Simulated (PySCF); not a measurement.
Changes within a family of molecules, several properties at once.

PySCF, wB97X-D/def2-SVPD, density fitting, gas phase; each molecule at its own PBE0-D3(BJ)/def2-SVP geometry, one conformer. Singlet excitations by full TDDFT with frozen cores and triplets by Tamm–Dancoff TDDFT. 

Reference: `[CH3][Al]([CH3])[CH3]`, with HOMO energy -9.46 eV, LUMO energy 1.29 eV, lowest singlet excitation 5.87 eV, lowest triplet excitation 5.61 eV, mean polarisability 64.9 au and dipole moment 0.00 D.

Changes against it:

```csv
molecule,change,Δ HOMO energy (eV),Δ LUMO energy (eV),Δ lowest singlet excitation (eV),Δ lowest triplet excitation (eV),Δ mean polarisability (au),Δ dipole moment (D)
[NH2][Al]([NH2])[NH2],ligand (all three): Me to NH2,+0.71,-0.09,-0.16,-0.09,-14.8,+0.04
[F][Al]([F])[F],ligand (all three): Me to F,-4.44,-1.31,+2.93,+2.97,-44.7,0.00
[Br][Al]([Br])[Br],ligand (all three): Me to Br,-1.05,-1.42,+0.15,+0.14,+21.8,+0.02
[H][Al]([H])[H],ligand (all three): Me to H,-1.03,-1.32,-0.50,-0.60,-32.3,0.00
```

Rows whose labels were lost:

| row | Δ HOMO energy (eV) | Δ LUMO energy (eV) | Δ lowest singlet excitation (eV) | Δ lowest triplet excitation (eV) | Δ mean polarisability (au) | Δ dipole moment (D) |
| --- | --- | --- | --- | --- | --- | --- |
| P | -1.90 | -1.25 | +1.00 | +1.00 | -3.1 | +0.01 |
| Q | -1.70 | -0.59 | +1.36 | +1.40 | -30.4 | +0.06 |

Question: Which row belongs to which of `[Cl][Al]([Cl])[Cl]` (ligand (all three): Me to Cl) and `[OH][Al]([OH])[OH]` (ligand (all three): Me to OH)?

Answer: P = `[Cl][Al]([Cl])[Cl]` and Q = `[OH][Al]([OH])[OH]`. P and Q are told apart most clearly by the mean polarisability (-3.1 against -30.4 au).

Question: Which row has the smallest HOMO–LUMO gap and which the largest, and does the HOMO or the LUMO shift more there?

Answer: Smallest, counted from the reference: `[NH2][Al]([NH2])[NH2]`, -0.80 eV (HOMO +0.71, LUMO -0.09), the larger shift being that of the HOMO. Largest: `[F][Al]([F])[F]`, +3.13 eV (HOMO -4.44, LUMO -1.31), the larger shift being that of the HOMO.
